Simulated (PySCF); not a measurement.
A small calculation by hand: entropy of an ideal gas

C2H7O, SMILES C[OH+]C, charge +1.

Geometry: PBE-D3(BJ)/def2-TZVP. The isomer is the one that the SMILES or the coordinates give; other isomers of the formula were not compared.

PBE-D3(BJ)/def2-TZVP in PySCF gives the harmonic wavenumbers 152, 207, 332, 665, 799, 893, 1052, 1103, 1161, 1226, 1377, 1407, 1422, 1428, 1432, 1434, 1445, 3012, 3013, 3125, 3127, 3140, 3141, 3579 cm⁻¹ and the rotational temperatures 1.6258, 0.4199, 0.3725 K. The molar mass is 47.08 g/mol, the symmetry number 1, the spin multiplicity 1.

Problem. Work out the entropy at 298.15 K and 1 atm in the rigid-rotor, harmonic-oscillator model.

Solution. 
Translation (Sackur–Tetrode at 1 atm): S = R[1.5 ln M + 2.5 ln T − 1.16487] = 156.8 J/(mol K).
Rotation: q = (√π/σ) T^1.5/√(θA θB θC) = 18100, S = R[ln q + 3/2] = 94.0 J/(mol K).
Vibration: with u = 1.4388 ν/T, each mode gives R[u/(e^u − 1) − ln(1 − e^−u)]:
| ν (cm⁻¹) | modes | u | S (J/(mol K)) |
|---|---|---|---|
| 152 | 1 | 0.73 | 11.08 |
| 207 | 1 | 1.00 | 8.66 |
| 332 | 1 | 1.60 | 5.23 |
| 665 | 1 | 3.21 | 1.47 |
| 799 | 1 | 3.86 | 0.87 |
| 893 | 1 | 4.31 | 0.60 |
| 1052 | 1 | 5.08 | 0.32 |
| 1103 | 1 | 5.32 | 0.26 |
| 1161 | 1 | 5.60 | 0.20 |
| 1226 | 1 | 5.92 | 0.16 |
| 1377 | 1 | 6.64 | 0.08 |
| 1407 | 1 | 6.79 | 0.07 |
| 1422 | 1 | 6.86 | 0.07 |
| 1428 | 1 | 6.89 | 0.07 |
| 1432 | 1 | 6.91 | 0.07 |
| 1434 | 1 | 6.92 | 0.07 |
| 1445 | 1 | 6.97 | 0.06 |
The stiffer modes add less than 0.005 each. Sum 29.3 J/(mol K).
Spin: R ln 1 = 0.0 J/(mol K).
Total 280.1 J/(mol K); the program's own thermochemistry gives 280.0. Translation makes up 56 % and vibration 10 %. Anharmonicity, hindered rotation and orbital degeneracy are left out.
